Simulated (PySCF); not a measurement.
A species of formula C6H8NOP has this rotational fingerprint, computed with PBE0/pcSseg-1 in PySCF (dipole) on a GFN2-xTB geometry, gas phase:

- Rotational constants: A = 3158, B = 964.9, C = 786.8 MHz
- Dipole components: |μa| = 3.49 D, |μb| = 1.75 D, |μc| = 0.49 D
- Inertial defect: -41.44 u·Å²
- κ: -0.85

Question: Which structure is it? (One computed conformer of each.)
A. `[CH3:1][O:2][c:3]1[p:4][cH:5][n:6][cH:7][c:8]1[CH3:9]` with C1–O2–C3–P4 0°
B. `[CH3:1][P@@H:2](=[O:3])[c:4]1[cH:5][cH:6][cH:7][cH:8][n:9]1` with C1–P2–C4–C5 -128°
C. `[CH3:1][CH2:2][n:3]1[cH:4][p:5][cH:6][c:7]1[CH:8]=[O:9]` with C1–C2–N3–C4 93°, C6–C7–C8–O9 -179°
D. `[CH3:1][O:2][c:3]1[n:4][cH:5][cH:6][p:7][c:8]1[CH3:9]` with C1–O2–C3–N4 0°
E. `[CH3:1][C:2](=[O:3])[c:4]1[p:5][cH:6][cH:7][n:8]1[CH3:9]` with C1–C2–C4–P5 0°

Answer: B. It is C[P@@H](=O)c1ccccn1, an asymmetric top, point group C1. The candidates at the same level (rigid rotor, commonest isotopes):

| SMILES | A (MHz) | B (MHz) | C (MHz) | μa (D) | μb (D) | μc (D) | Δ (u·Å²) | point group | rotor |
| --- | --- | --- | --- | --- | --- | --- | --- | --- | --- |
| CCn1cpcc1C=O | 2307 | 1166 | 828.7 | 0.06 | 1.60 | 0.17 | -42.59 | C1 | asymmetric top |
| CC(=O)c1pccn1C | 2054 | 1455 | 860.9 | 1.98 | 1.39 | 0.00 | -6.25 | Cs | asymmetric top |
| COc1nccpc1C | 2295 | 1275 | 828.3 | 0.80 | 0.35 | 0.00 | -6.27 | Cs | asymmetric top |
| COc1pcncc1C | 1989 | 1464 | 852.3 | 2.66 | 0.70 | 0.00 | -6.29 | Cs | asymmetric top |
| C[P@@H](=O)c1ccccn1 | 3158 | 964.9 | 786.8 | 3.49 | 1.75 | 0.49 | -41.44 | C1 | asymmetric top |

`CCn1cpcc1C=O` has A 27 % too low; `CC(=O)c1pccn1C` has B 51 % too high; `COc1pcncc1C` has B 52 % too high; `COc1nccpc1C` has B 32 % too high. No structure here is proved a minimum.
